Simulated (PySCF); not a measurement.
HSe, charge -1, multiplicity 1. Atoms are numbered in the order given.

```xyz
2

Se     0.0000     0.0000    -0.0421
H      0.0000     0.0000     1.4313
```
Charge -1, spin multiplicity 1.

The structure is a stationary point at PBE0-D3(BJ)/def2-TZVPD. The spin state was assumed, not searched.

These are B3LYP/def2-TZVPD in PySCF values and carry that method's errors.

The molecule is in vacuum.

- total energy = -2402.24137 hartree
- point group = C∞v
- highest occupied level = -0.05 eV
- lowest empty level = 4.12 eV
- orbital gap = 4.17 eV
- dipole moment about the centre of nuclear charge = 0.09 D
- mean static polarisability = 68.0 bohr³ (10.08 Å³)
- polarisability, principal values = 56.5, 73.8, 73.8 bohr³
